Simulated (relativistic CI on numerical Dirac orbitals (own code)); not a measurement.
## Calculated levels, Eu35+

Calculated at this level of theory: Dirac-Coulomb-Breit CI, separate exchange-only KLI orbitals for each configuration, QED by a radiative potential, unscaled Slater integrals (own radial code, finite nucleus).

Configuration list (outside the closed core [Ne]): 3s2.3p6.3d10, 3s2.3p6.3d9.4s, 3s2.3p6.3d9.4p, 3s2.3p6.3d9.4d, 3s2.3p5.3d10.4s, 3s2.3p6.3d9.4f, 3s2.3p5.3d10.4p, 3s2.3p6.3d8.4s2, 3s2.3p6.3d8.4s.4p, 3s2.3p5.3d10.4d, 3s.3p6.3d10.4s, 3s2.3p6.3d9.5s, 3s2.3p6.3d8.4p2, 3s2.3p6.3d9.5p, 3s2.3p6.3d8.4s.4d, 3s2.3p5.3d10.4f. Levels of other configurations are missing.

| No. | Configuration | Term | J | E (10³ cm⁻¹) | % | Landé g | jj configuration (%) |
| --- | --- | --- | --- | --- | --- | --- | --- |
| 1 | 3s2.3p6.3d10 | 1S | 0 | 0.0 | 100 |  | closed (100) |
| 2 | 3s2.3p6.3d9.4s | 3D | 3 | 7904.6 | 100 | 1.327 | 3d5/2^5 4s (100) |
| 3 | 3s2.3p6.3d9.4s | 1D | 2 | 7916.3 | 56 | 1.066 | 3d5/2^5 4s (100) |
| 4 | 3s2.3p6.3d9.4s | 3D | 1 | 8145.9 | 100 | 0.490 | 3d3/2^3 3d5/2^6 4s (100) |
| 5 | 3s2.3p6.3d9.4s | 3D | 2 | 8154.0 | 56 | 1.087 | 3d3/2^3 3d5/2^6 4s (100) |
| 6 | 3s2.3p6.3d9.4p | 3P° | 2 | 8481.2 | 56 | 1.314 | 3d5/2^5 4p1/2 (99) |
| 7 | 3s2.3p6.3d9.4p | 3F° | 3 | 8489.9 | 47 | 1.098 | 3d5/2^5 4p1/2 (100) |
| 8 | 3s2.3p6.3d9.4p | 3F° | 2 | 8723.7 | 80 | 0.751 | 3d3/2^3 3d5/2^6 4p1/2 (99) |
| 9 | 3s2.3p6.3d9.4p | 3D° | 1 | 8743.7 | 50 | 0.884 | 3d3/2^3 3d5/2^6 4p1/2 (97) |
| 10 | 3s2.3p6.3d9.4p | 3F° | 4 | 8833.3 | 100 | 1.245 | 3d5/2^5 4p3/2 (100) |
| 11 | 3s2.3p6.3d9.4p | 1D° | 2 | 8847.4 | 54 | 1.180 | 3d5/2^5 4p3/2 (98) |
| 12 | 3s2.3p6.3d9.4p | 1P° | 1 | 8853.9 | 68 | 1.130 | 3d5/2^5 4p3/2 (97) |
| 13 | 3s2.3p6.3d9.4p | 3D° | 3 | 8866.1 | 73 | 1.238 | 3d5/2^5 4p3/2 (100) |
| 14 | 3s2.3p6.3d9.4p | 3P° | 0 | 9052.7 | 100 |  | 3d3/2^3 3d5/2^6 4p3/2 (100) |
| 15 | 3s2.3p6.3d9.4p | 3D° | 1 | 9084.0 | 48 | 0.962 | 3d3/2^3 3d5/2^6 4p3/2 (99) |
| 16 | 3s2.3p6.3d9.4p | 3F° | 3 | 9084.3 | 52 | 1.063 | 3d3/2^3 3d5/2^6 4p3/2 (100) |
| 17 | 3s2.3p6.3d9.4p | 3D° | 2 | 9101.8 | 55 | 1.062 | 3d3/2^3 3d5/2^6 4p3/2 (100) |
| 18 | 3s2.3p6.3d9.4d | 3S | 1 | 9717.0 | 55 | 1.713 | 3d5/2^5 4d3/2 (91) |
| 19 | 3s2.3p6.3d9.4d | 3G | 4 | 9751.7 | 53 | 1.036 | 3d5/2^5 4d3/2 (99) |
| 20 | 3s2.3p6.3d9.4d | 3D | 2 | 9759.6 | 49 | 1.231 | 3d5/2^5 4d3/2 (97) |
| 21 | 3s2.3p6.3d9.4d | 3F | 3 | 9774.5 | 47 | 1.098 | 3d5/2^5 4d3/2 (99) |
| 22 | 3s2.3p6.3d9.4d | 1P | 1 | 9808.8 | 56 | 1.067 | 3d5/2^5 4d5/2 (92) |
| 23 | 3s2.3p6.3d9.4d | 3G | 5 | 9817.2 | 100 | 1.195 | 3d5/2^5 4d5/2 (100) |
| 24 | 3s2.3p6.3d9.4d | 3D | 3 | 9841.7 | 57 | 1.173 | 3d5/2^5 4d5/2 (98) |
| 25 | 3s2.3p6.3d9.4d | 1D | 2 | 9849.1 | 47 | 1.152 | 3d5/2^5 4d5/2 (96) |
| 26 | 3s2.3p6.3d9.4d | 3F | 4 | 9853.6 | 81 | 1.199 | 3d5/2^5 4d5/2 (99) |
| 27 | 3s2.3p6.3d9.4d | 3P | 0 | 9905.3 | 96 |  | 3d5/2^5 4d5/2 (60) |
| 28 | 3s2.3p6.3d9.4d | 3D | 1 | 9986.6 | 45 | 0.892 | 3d3/2^3 3d5/2^6 4d3/2 (96) |
| 29 | 3s2.3p6.3d9.4d | 3G | 3 | 9989.8 | 82 | 0.792 | 3d3/2^3 3d5/2^6 4d3/2 (99) |
| 30 | 3s2.3p6.3d9.4d | 3F | 2 | 10026.0 | 64 | 0.799 | 3d3/2^3 3d5/2^6 4d3/2 (100) |

Energies count from the lowest computed level; ° marks odd parity. Filled j subshells are mostly left out of the jj labels.

The mean weight of the leading LS term, summed over parents, in these 30 levels is 67 %, and that of the leading jj configuration (from the same eigenvectors) 97 %, so jj coupling describes them better and the LS labels are nominal.

At this charge energies of transitions that change n are usually good to better than 1 %, and those within a shell (Δn = 0) to a few per cent.

LS names give the leading component of a level, which can be under half, so a name can repeat, a term be missing and a line seem to break the LS rules.
